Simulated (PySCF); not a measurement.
## Potential energy of CI along the bond

Set-up: basis C cc-pVTZ, I cc-pVTZ-PP with ECP28; scalar-relativistic core potentials; PySCF 2.14. Energies in eV from C + I in their ground configurations at the same level. State: ²Π (doublet), unpaired electrons π ↑.

```json
{"R (Å)": "1.753", "PBE0": "-2.017"}
{"R (Å)": "1.834", "PBE0": "-2.612"}
{"R (Å)": "1.916", "PBE0": "-2.932"}
{"R (Å)": "1.977", "PBE0": "-3.042"}
{"R (Å)": "2.038", "PBE0": "-3.069"}
{"R (Å)": "2.099", "PBE0": "-3.034"}
{"R (Å)": "2.181", "PBE0": "-2.917"}
{"R (Å)": "2.283", "PBE0": "-2.693"}
{"R (Å)": "2.405", "PBE0": "-2.360"}
{"R (Å)": "2.568", "PBE0": "-1.873"}
```

Q: Put a parabola through the three lowest points of the PBE0 curve and estimate Re, k and ωe (reduced mass 10.96 u; 1 eV/Å² = 0.16022 mdyn/Å; ωe = 1302.8·√(k/μ) cm⁻¹).

A: Through R = 1.977, 2.038, 2.099 Å the second-order coefficient is 8.33 eV/Å², so Re ≈ 2.034 Å, k ≈ 2.67 mdyn/Å and ωe ≈ 643 cm⁻¹. A polynomial fit of higher order to the unrounded PBE0 energies gives Re = 2.031 Å, k = 2.74 mdyn/Å, ωe = 651 cm⁻¹; anharmonicity and rounding make the difference.

The higher-order fit for each curve: PBE0: Re = 2.031 Å, ωe = 651 cm⁻¹, De = 3.07 eV.

Spin–orbit coupling is left out, which matters for elements this heavy, above all for dissociation energies. The state was picked by a PBE0 search and need not be the measured ground state.
